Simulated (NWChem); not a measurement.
# pyrimidine (C₄H₄N₂); SMILES c1cncnc1

Program: NWChem. Pople sets run with spherical d functions. Structure relaxed at the PBE0/def2-SVP level.

For level PBE/6-31+G*:

```
Quantity                     Value
---------------------------  -----
highest occupied level (eV)  -5.92
orbital gap (eV)              3.64
dipole (D)                    2.40
```

Problem. How do the values read with level PBE/STO-3G instead?

Solution. 
* **highest occupied level (eV)**: -3.09
* **orbital gap (eV)**: 3.36
* **dipole (D)**: 2.03
